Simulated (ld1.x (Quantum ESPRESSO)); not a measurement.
**LDA (PZ) PAW dataset for Hf, scalar-relativistic all-electron reference.**

ld1.x (Quantum ESPRESSO) 7.5 input, shortened:

```
&input
   title='Hf', zed=72., rel=1, dft='PZ', iswitch=3,
   config='[Xe] 4f14 5d2 6s1 6p0'
 /
 &inputp
   pseudotype=3, lpaw=.true., tm=.true., lloc=-1, rcloc=0.55,
   nlcc=.true., new_core_ps=.true., rcore=0.30,
   which_augfun='BG', rmatch_augfun=0.60
 /
6
6S  1  0   1.00   0.00  2.20  2.55  0.0
6S  1  0   0.00  -0.35  2.20  2.55  0.0
5P  2  1   6.00   0.00  1.75  1.80  0.0
6P  3  1   0.00   0.00  1.75  1.80  0.0
5D  3  2   2.00   0.00  0.55  0.65  0.0
5D  3  2   0.00   1.05  0.55  0.65  0.0
 &test
   configts(1)='5p6 5d2 6s1 6p0'
 /
```

All-electron outer shells of the reference configuration (LDA (PZ), scalar-relativistic, ld1.x):

```json
{"shell": "5p", "level (eV)": "-42.74", "outermost node (bohr)": "0.60", "outermost maximum (bohr)": "1.16"}
{"shell": "4f", "level (eV)": "-24.07", "outermost node (bohr)": "–", "outermost maximum (bohr)": "0.45"}
{"shell": "6s", "level (eV)": "-11.26", "outermost node (bohr)": "1.36", "outermost maximum (bohr)": "2.75"}
{"shell": "5d", "level (eV)": "-9.48", "outermost node (bohr)": "0.67", "outermost maximum (bohr)": "1.67"}
{"shell": "6p", "level (eV)": "-6.52", "outermost node (bohr)": "1.64", "outermost maximum (bohr)": "3.57"}
```

(1) Does the generator finish with these settings?

Results:

(1) No. ld1.x (Quantum ESPRESSO) 7.5 stopped with "compute_chi: chi too large beyond r_c": the function χ = (ε − T − V_loc)φ does not vanish beyond the cutoff radius. The 5d radius of 0.65 bohr lies inside the outermost node of the all-electron wave at 0.67 bohr.
